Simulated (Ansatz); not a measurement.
Isolated molecules relaxed with PBE0-D4/def2-TZVP in Ansatz; ΔE leaves out vibrations. CCSD(T)/CBS adds triple-zeta CCSD(T) − MP2 to the extrapolated MP2 energy (def2 sets, frozen cores). Functionals use def2-TZVPP. B3LYP here is the variant with VWN-RPA as its local correlation; programs differ in this. For Se outer-core shells are correlated without core-valence functions, which leaves a few kJ/mol of doubt a bond. Scalar relativity is left out up to krypton. One conformer a species, not always the lowest.

`[CH3][AlH][SiH2]Cl` + `S[SiH2]C[SeH]` → `[CH3][AlH][SiH2][SeH]` + `S[SiH2]CCl`  (redistribution)

| level | ΔE (kJ/mol) |
| --- | --- |
| B3LYP-D4 | 50.5 |
| PBE | 43.7 |
| r2SCAN | 48.3 |
| SCS-MP2/def2-TZVPP | 55.9 |

**Question.** What does CCSD(T)/CBS give? (Estimate.)

**Answer.** Computed: +50.8 kJ/mol. The listed levels differ from it by -0.3, -7.1, -2.5, 5.1 kJ/mol.

Largest T1 diagnostic among the species: 0.010.
